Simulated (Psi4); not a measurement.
Calculation: SAPT0/jun-cc-pVDZ, frozen core (Psi4 1.11).

Psi4 input:

```
molecule {
0 1
Cl 0.64100294 -0.00000000 -0.00000000
H -0.64100294 0.00000000 0.00000000
--
0 1
F 0.54571779 -0.65012173 2.96456983
B 1.71646499 -0.77584247 2.37786757
F 2.06509139 -1.92480757 1.84052165
F 2.54079769 0.24815828 2.32977714
units angstrom
symmetry c1
no_reorient
no_com
}
set basis jun-cc-pvdz
set scf_type df
set freeze_core true
energy('sapt0')
```

Part of the output:

```
    SAPT Results
  --------------------------------------------------------------------------------------------------------
    Electrostatics                -10.66947875 [mEh]      -6.69519899 [kcal/mol]     -28.01271259 [kJ/mol]
      Elst10,r                    -10.66947875 [mEh]      -6.69519899 [kcal/mol]     -28.01271259 [kJ/mol]

    Exchange                       20.23215296 [mEh]      12.69586766 [kcal/mol]      53.11951028 [kJ/mol]
      Exch10                       20.23215296 [mEh]      12.69586766 [kcal/mol]      53.11951028 [kJ/mol]
      Exch10(S^2)                  20.01912381 [mEh]      12.56218985 [kcal/mol]      52.56020233 [kJ/mol]

    Induction                      -4.04593863 [mEh]      -2.53886482 [kcal/mol]     -10.62261042 [kJ/mol]
      Ind20,r                     -15.14674260 [mEh]      -9.50472448 [kcal/mol]     -39.76776722 [kJ/mol]
      Exch-Ind20,r                 12.22590774 [mEh]       7.67187293 [kcal/mol]      32.09911636 [kJ/mol]
      delta HF,r (2)               -1.12510378 [mEh]      -0.70601328 [kcal/mol]      -2.95395955 [kJ/mol]

    Dispersion                     -4.01863373 [mEh]      -2.52173074 [kcal/mol]     -10.55092141 [kJ/mol]
      Disp20                       -5.05943244 [mEh]      -3.17484179 [kcal/mol]     -13.28353803 [kJ/mol]
      Exch-Disp20                   1.04079870 [mEh]       0.65311105 [kcal/mol]       2.73261662 [kJ/mol]
      Disp20 (SS)                  -2.52971622 [mEh]      -1.58742089 [kcal/mol]      -6.64176901 [kJ/mol]
      Disp20 (OS)                  -2.52971622 [mEh]      -1.58742089 [kcal/mol]      -6.64176901 [kJ/mol]
      Exch-Disp20 (SS)              0.59830932 [mEh]       0.37544477 [kcal/mol]       1.57086092 [kJ/mol]
      Exch-Disp20 (OS)              0.44248938 [mEh]       0.27766628 [kcal/mol]       1.16175570 [kJ/mol]

  Total HF                          5.51673558 [mEh]       3.46180384 [kcal/mol]      14.48418728 [kJ/mol]
  Total SAPT0                       1.49810185 [mEh]       0.94007310 [kcal/mol]       3.93326586 [kJ/mol]
```
